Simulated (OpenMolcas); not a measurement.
Pr4+: ligand-field states by method

Pr4+ with 7 ligands (oxide) in pentagonal bipyramidal coordination (D5h) at 2.29 Å, the axial distance 2.450 Å. A charge of +1.43 e stands 3.2 Å behind each ligand. Ligand basis ANO-RCC-VDZP.

```yaml
Program: OpenMolcas
Basis: ANO-RCC-VDZP [7s6p4d2f1g]
Scalar_Hamiltonian: DKH2, point nucleus
Active_space: 1 electron in 7 orbitals (4f)
State_averaging: 2S+1 = 2 odd, 7 roots
Spin-orbit_coupling: state interaction with AMFI integrals over the reference wave functions
```

I. CASSCF
II. SS-CASPT2, IPEA 0.25 Eh, imaginary shift 0.1 Eh (closed shells correlated: 5s 5p and the ligand valence shells)

Spin-free states in cm-1, each column counted from its own energy of the first state listed:

```tsv
State	Degeneracy	I	II
2S+1 = 2	2	0	0
2S+1 = 2	2	388	310
2S+1 = 2	1	606	640
2S+1 = 2	2	1566	1580
```

From I to II, I's first state of the same spin (2S+1 = 2) moves from 388 to 310 cm-1, by about -79 cm-1.

With spin-orbit coupling the lowest J multiplet is 1089 (I), 1119 (II) cm-1 wide, a factor of 1.03 from I to II.

χT at 300 K: I 0.58, II 0.59 cm3 K/mol.

Over all roots computed the reference weight is 0.59 in II; a low but even weight reflects the number of correlated electrons. The oxide ions are held by bare point charges, a crude embedding. Splittings of an f shell from a small cluster at a set distance can be off by tens of per cent, mostly too small (holds for II). No measured value stands beside these numbers; the geometry was imposed, not optimised, and the real ion may take another.
